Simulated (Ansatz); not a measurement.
System: CH$_{3}$F$_{2}$Si (charge 0, doublet). It need not be the lowest isomer of its formula. 
Structure (B3LYP-D3(BJ)/def2-TZVP (Ansatz, an electronic-structure program) minimum search):
```xyz
7

Si     0.2100     0.3437    -0.1195
F      0.6961    -0.8367    -1.0924
F      0.7605    -0.0301     1.3413
C     -1.6596     0.3357    -0.0674
H     -2.0711     0.5332    -1.0573
H     -2.0266     1.0916     0.6271
H     -1.9937    -0.6500     0.2681
```
Charge 0, spin multiplicity 2.

Dipole moments at this geometry, in debye (magnitudes).

```csv
level,program,dipole (D)
PBE/def2-TZVPD,Ansatz,2.14
PBE0/def2-TZVPD,Ansatz,2.22
r2SCANh/def2-TZVPD,Ansatz,2.17
LC-wPBE/def2-TZVPD,Ansatz,2.21
CCSD(T)/aug-cc-pV(D+d)Z,Ansatz,2.16
```
